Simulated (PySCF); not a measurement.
C2H8Al2O3, SMILES [CH3][Al]([CH3])[O][Al]([OH])[OH], GFN2-xTB optimised geometry.

```
15

Al    -0.85    -1.10     0.00
C     -2.83    -0.88    -0.16
C      0.21    -2.79     0.16
O      0.04     0.32     0.00
Al     0.94     1.75     0.00
O      2.60     1.75     0.00
O      0.23     3.24     0.00
H     -3.35    -1.84    -0.16
H     -3.10    -0.36    -1.08
H     -3.24    -0.30     0.67
H     -0.43    -3.67     0.15
H      0.93    -2.89    -0.66
H      0.79    -2.81     1.09
H      3.35     1.18     0.00
H     -0.61     3.67     0.00
```

Density from CAM-B3LYP/def2-TZVP (PySCF) at that geometry.

Minimum of the electron density along straight lines between bonded atoms, close to the bond critical point (lines longer than 1.1 times the sum of covalent radii, or with two minima, are not listed):

| bond | length / Å | ρ at the minimum / e bohr⁻³ | ∇²ρ there / e bohr⁻⁵ | position (fraction from the first atom) |
|---|---|---|---|---|
| Al1–C2 | 1.996 | 0.082 | 0.21 | 0.40 |
| Al1–C3 | 1.996 | 0.082 | 0.21 | 0.40 |
| Al1–O4 | 1.681 | 0.112 | 0.84 | 0.43 |
| O4–Al5 | 1.689 | 0.111 | 0.80 | 0.57 |
| Al5–O6 | 1.652 | 0.118 | 0.92 | 0.43 |
| Al5–O7 | 1.652 | 0.118 | 0.92 | 0.43 |
| C2–H8 | 1.091 | 0.271 | -0.90 | 0.64 |
| C2–H9 | 1.094 | 0.268 | -0.88 | 0.64 |
| C2–H10 | 1.094 | 0.268 | -0.88 | 0.64 |
| C3–H11 | 1.091 | 0.271 | -0.90 | 0.64 |
| C3–H12 | 1.094 | 0.268 | -0.88 | 0.64 |
| C3–H13 | 1.094 | 0.268 | -0.88 | 0.64 |
| O6–H14 | 0.946 | 0.365 | -2.56 | 0.81 |
| O7–H15 | 0.946 | 0.365 | -2.56 | 0.81 |
